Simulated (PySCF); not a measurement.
## Fractional electron number in Xe⁺ (xenon, charge +1)

The 5p beta orbital of [Kr] 4d10 5s2 5p5 is emptied in steps (occupation f), with all orbitals relaxed, ending at [Kr] 4d10 5s2 5p4. Computed with PySCF 2.14 in def2-TZVP with the def2 core potential (28 electrons) (6s5p3d2f, 50 functions), with a scalar-relativistic core potential. The exact energy is a straight line in f; departures are measured from the line between the end points of the same method.

| f | UHF (eV) | LDA (eV) | PBE (eV) | PBE0 (eV) | r2SCAN (eV) | LC-wPBE (eV) | BHandHLYP (eV) | CAM-B3LYP (eV) | B3LYP (eV) |
| --- | --- | --- | --- | --- | --- | --- | --- | --- | --- |
| 1 | 0.000 | 0.000 | 0.000 | 0.000 | 0.000 | 0.000 | 0.000 | 0.000 | 0.000 |
| 0.9 | 0.070 | -0.417 | -0.403 | -0.287 | -0.376 | -0.037 | -0.181 | -0.173 | -0.320 |
| 0.7 | 0.161 | -0.976 | -0.940 | -0.669 | -0.869 | -0.084 | -0.423 | -0.406 | -0.748 |
| 0.5 | 0.188 | -1.164 | -1.119 | -0.795 | -1.021 | -0.098 | -0.507 | -0.486 | -0.893 |
| 0.3 | 0.155 | -0.979 | -0.939 | -0.666 | -0.844 | -0.080 | -0.429 | -0.410 | -0.751 |
| 0.1 | 0.065 | -0.420 | -0.402 | -0.284 | -0.357 | -0.033 | -0.186 | -0.177 | -0.323 |
| 0 | 0.000 | 0.000 | 0.000 | 0.000 | 0.000 | 0.000 | 0.000 | 0.000 | 0.000 |

```csv
method,E(f=0) − E(f=1) (eV),−ε at f=1 (eV),−ε at f=0.5 (eV)
UHF,20.077,20.868,20.060
LDA,21.363,16.732,21.355
PBE,21.053,16.577,21.058
PBE0,21.105,17.914,21.115
r2SCAN,21.119,16.927,21.194
LC-wPBE,21.174,20.762,21.186
BHandHLYP,21.073,19.072,21.056
CAM-B3LYP,21.217,19.296,21.205
B3LYP,21.195,17.644,21.186
```

Orbital energy along the path (eV):

| f | UHF | LDA | PBE | PBE0 | r2SCAN | LC-wPBE | BHandHLYP | CAM-B3LYP | B3LYP |
| --- | --- | --- | --- | --- | --- | --- | --- | --- | --- |
| 1 | -20.868 | -16.732 | -16.577 | -17.914 | -16.927 | -20.762 | -19.072 | -19.296 | -17.644 |
| 0.9 | -20.696 | -17.647 | -17.470 | -18.555 | -17.793 | -20.849 | -19.463 | -19.673 | -18.347 |
| 0.7 | -20.368 | -19.494 | -19.263 | -19.837 | -19.513 | -21.021 | -20.254 | -20.435 | -19.762 |
| 0.5 | -20.060 | -21.355 | -21.058 | -21.115 | -21.194 | -21.186 | -21.056 | -21.205 | -21.186 |
| 0.3 | -19.768 | -23.225 | -22.848 | -22.383 | -22.794 | -21.341 | -21.872 | -21.986 | -22.619 |
| 0.1 | -19.491 | -25.093 | -24.626 | -23.637 | -24.313 | -21.473 | -22.713 | -22.785 | -24.060 |
| 0 | -19.358 | -26.025 | -25.514 | -24.261 | -25.058 | -21.524 | -23.149 | -23.196 | -24.783 |

Reference removal energy between the ground levels: 20.975 eV (semi-empirical (NIST evaluation); NIST Atomic Spectra Database, ionization energies). The calculation has no spin-orbit coupling. UHF lacks correlation.
